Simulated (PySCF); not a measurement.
Compound: CH6GeN2Si.
Structure used (PBE0-D3(BJ)/def2-SVP), in Å, numbered top down from 1:
```
atom  x, y, z in Å
N1    -2.4284    2.3164   -0.7467
C2    -2.0345    1.2670   -0.4494
Ge3   -1.3243   -0.4782    0.0195
N4     0.4150   -0.5908   -0.5022
Si5    1.8142   -0.0340    0.3814
H6    -2.1775   -1.5015   -0.7347
H7    -1.4002   -0.5886    1.5425
H8     0.5435   -0.7615   -1.4963
H9     1.4403   -0.0509    1.8265
H10    2.9652   -0.9543    0.1351
H11    2.2464    1.3505    0.0131
```

Computed, not measured: PBE0-D3(BJ)/def2-SVP geometry optimisation, gas phase (PySCF).

Masses are those of the commonest isotopes; rigid-rotor values at the optimised geometry. The values belong to one conformer with, in the numbering `[N:1]#[C:2][GeH2:3][NH:4][SiH3:5]`, C2–Ge3–N4–Si5 84°.

What are A, B and C (cm⁻¹)?

Ia = 120.41, Ib = 360.26, Ic = 449.48 u·Å²; 505379 MHz·u·Å²/I gives 4197, 1403 and 1124 MHz, that is A = 0.14000, B = 0.04679, C = 0.03750 cm⁻¹.

Classify the top.

An asymmetric top; Ray's κ = -0.819.

Is it planar, by Δ = Ic − Ia − Ib?

Not planar: Δ = Ic − Ia − Ib = -31.19 u·Å². For a rigid frame Δ = −2 Σ m c², so Σ m c² = 15.60 u·Å² lies off the ab plane: 8.54 from hydrogen and 7.06 from heavier atoms. The atom farthest from that plane is 1.67 Å away.

Which types of transition are allowed, and where do some lines up to J = 2 fall?

The dipole components are |μa| = 2.27 D, |μb| = 2.77 D, |μc| = 0.64 D. Intensities carry the squares of the components, which stand as 0.67 : 1.00 : 0.05 (a : b : c). Some lines, for components of 0.1 D or more:

```tsv
type	branch	J(Ka,Kc)	MHz	lower level (cm⁻¹)
a	Q	2(1,1) ← 2(1,2)	835	0.337
b	R	2(0,2) ← 1(1,1)	2240	0.178
a	R	1(0,1) ← 0(0,0)	2527	0.000
c	Q	2(1,2) ← 2(0,2)	2536	0.252
c	Q	1(1,1) ← 1(0,1)	2794	0.084
b	Q	1(1,0) ← 1(0,1)	3073	0.084
b	Q	2(1,1) ← 2(0,2)	3371	0.252
a	R	2(0,2) ← 1(0,1)	5035	0.084
b	R	1(1,1) ← 0(0,0)	5322	0.000
a	R	2(1,1) ← 1(1,0)	5333	0.187
b	R	2(1,2) ← 1(0,1)	7570	0.084
c	Q	2(2,1) ← 2(1,1)	8383	0.365
b	Q	2(2,1) ← 2(1,2)	9218	0.337
b	R	2(2,1) ← 1(1,0)	13716	0.187
c	R	2(2,1) ← 1(1,1)	13994	0.178
b	R	2(2,0) ← 1(1,1)	14014	0.178
```

Estimate the classical rotational partition function at 10 K, 50 K and 200 K.

Point group C1, symmetry number σ = 1; q = (√π/σ)·√((kT/h)³/(ABC)), k/h = 20836.6 MHz/K: 2070 at 10 K, 23200 at 50 K, 185000 at 200 K.

Stationary, but not proved a minimum. Zero-point vibration and centrifugal distortion are left out. A rigid rotor knows nothing of inversion at nitrogen or internal rotation, which can split or shift real lines. Quadrupole hyperfine structure (14N) is left out.
